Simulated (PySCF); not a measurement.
Simulated Cl 2p region for GeCl3(NEt2), `CC[N](CC)[Ge]([Cl])([Cl])[Cl]`, binding energy against the vacuum level.

Every computed line was given a Gaussian of 0.5 eV full width at half maximum and an area set by the number of equivalent atoms (split 2:1 within a doublet); the highest printed point is 100. Method used: PySCF 2.14.0, delta-SCF UKS SCAN, pcX-2 on the ionised atom, pcseg-1 elsewhere, spin-free X2C.

binding energy (eV), intensity and a bar:
```
    205.3          0 
    205.4          2 #
    205.5          6 ##
    205.6         16 #####
    205.7         36 ###########
    205.8         63 ###################
    205.9         89 ###########################
    206.0        100 ##############################
    206.1         90 ###########################
    206.2         65 ####################
    206.3         38 ###########
    206.4         17 #####
    206.5          6 ##
    206.6          2 #
    206.7          0 
    206.8          0 
    206.9          0 
    207.0          0 
    207.1          2 
    207.2          5 #
    207.3         12 ####
    207.4         24 #######
    207.5         38 ###########
    207.6         48 ##############
    207.7         49 ###############
    207.8         40 ############
    207.9         26 ########
    208.0         14 ####
    208.1          6 ##
    208.2          2 #
    208.3          1 
    208.4          0
```

How many maxima does the curve show, and how many computed lines lie under it?

The curve has 2 maxima (at 206.0 and 207.7 eV). Under it lie 2 lines from 1 inequivalent chlorine site, drawn as a 2p3/2, 2p1/2 pair.

Decompose the envelope and assign each component. Bonds: Ge1–Cl2, Ge1–Cl3, Ge1–Cl4, Ge1–N5, N5–C6, N5–C8, C6–C7, C8–C9. Hydrogens: H10, H11 on C6; H12, H13, H14 on C7; H15, H16 on C8; H17, H18, H19 on C9.

```
position (eV)  relative area      line        atoms            environment
       206.00           2.00  Cl 2p3/2  Cl2/Cl3/Cl4  chlorine bonded to Ge
       207.66           1.00  Cl 2p1/2  Cl2/Cl3/Cl4  chlorine bonded to Ge
```

What are the centre and the root-mean-square width of the whole band?

The area-weighted mean of the lines is 206.55 eV. Their own spread about it is 0.78 eV (rms) and each Gaussian has σ = 0.5/2.355 = 0.21 eV; the variances add, which gives 0.81 eV.

Shake-up satellites, vibrational structure and lifetime widths aren't simulated. Topologically equivalent atoms share the value of their first member; where this conformer doesn't relate them by symmetry, their own values could differ. 2p3/2 and 2p1/2 are the ΔSCF energy of one spin-free 2p hole plus the eigenvalues of a spin–orbit and ligand-field matrix of the shell. 2p1/2 minus 2p3/2 (ligand field included): Cl 1.65 eV. The structure is a single PBE0-D3(BJ)/def2-SVP conformer in the gas phase; no vibrational or solvent corrections.

The run took 37 s wall, 97 s CPU on an Intel Xeon 6975P-C with 2 threads, no GPU, shared host with 192 logical CPUs at a one-minute load of 72, and the process peaked at 1.1 GiB of memory.
